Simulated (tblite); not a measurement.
Phosphorus(iii) oxide, P₄O₆.
Bonds: O1–P2, P2–O3, O3–P4, P4–O5, O5–P6, P6–O7, O7–P8, P8–O9, P8–O10, O1–P6, P2–O9, P4–O10.

Computed with GFN2-xTB (tblite), gas phase: L-BFGS steps from a force-field or distance-geometry start until the largest atomic force falls under 0.01 eV/Å.

Step 0: E = -949.8005 eV
```
atom  x, y, z in Å  |  force x, y, z in eV/Å
O1      1.2154   -1.2476   -0.1943    0.401  -0.680  -0.316
P2      1.4066   -0.2551    1.0824   -0.065  -0.131  -0.082
O3      1.2641    1.1648    0.3202    0.348   0.977  -0.178
P4      0.0866    1.6629   -0.7236    0.007  -0.906   0.588
O5      0.0973    0.3565   -1.6987    0.075   0.401  -1.029
P6      0.0248   -1.2283   -1.3273    0.140   0.344   0.614
O7     -1.2552   -1.1657   -0.3241   -0.685  -0.640  -0.099
P8     -1.5243   -0.1642    0.9448    0.425  -0.078  -0.299
O9     -0.0944   -0.3618    1.7038   -0.225  -0.158   0.855
O10    -1.2119    1.2432    0.1943   -0.421   0.871  -0.053
```

Step 1: E = -949.8795 eV
```
atom  x, y, z in Å  |  force x, y, z in eV/Å
O1      1.2211   -1.2574   -0.1988    0.290  -0.348  -0.067
P2      1.4056   -0.2570    1.0812    0.011  -0.026  -0.028
O3      1.2691    1.1788    0.3176    0.302   0.387   0.052
P4      0.0867    1.6499   -0.7152   -0.005  -0.167   0.162
O5      0.0983    0.3622   -1.7134    0.041   0.109  -0.631
P6      0.0268   -1.2234   -1.3185    0.053   0.107   0.114
O7     -1.2649   -1.1749   -0.3255   -0.411  -0.370  -0.026
P8     -1.5183   -0.1653    0.9405    0.033  -0.015  -0.122
O9     -0.0976   -0.3641    1.7160   -0.007  -0.090   0.493
O10    -1.2179    1.2557    0.1936   -0.308   0.413   0.052
```

Question: Estimate the geometry and energy of step 2. (The exact step hangs on the optimiser's Hessian estimate; all steps are aligned on step 1, rigid shifts and turns removed.)

Answer: E = -949.9084 eV, largest force 0.188 eV/Å
```
atom  x, y, z in Å  |  force x, y, z in eV/Å
O1      1.2292   -1.2674   -0.2011    0.076  -0.041   0.044
P2      1.4058   -0.2579    1.0803    0.060   0.001   0.055
O3      1.2774    1.1903    0.3187    0.102  -0.004   0.080
P4      0.0866    1.6441   -0.7101    0.002   0.172  -0.077
O5      0.0995    0.3657   -1.7313    0.006  -0.029  -0.151
P6      0.0284   -1.2201   -1.3145   -0.004  -0.048  -0.134
O7     -1.2766   -1.1854   -0.3263   -0.088  -0.077   0.019
P8     -1.5167   -0.1658    0.9369   -0.124  -0.008   0.032
O9     -0.0981   -0.3666    1.7301    0.056  -0.007   0.083
O10    -1.2265    1.2678    0.1948   -0.085   0.042   0.049
```

The energy changes by -0.0289 eV. The first-order estimate −F·Δx gives -0.0516 eV and the mean of the old and new forces, exact on a quadratic surface, -0.0289 eV. The step makes an angle of 3° with the force vector and moves no atom by more than 0.018 Å.

What follows is the cost of the whole relaxation. Hardware: one thread of an Arm Neoverse N1, shared host. Cost: 0.13 s.
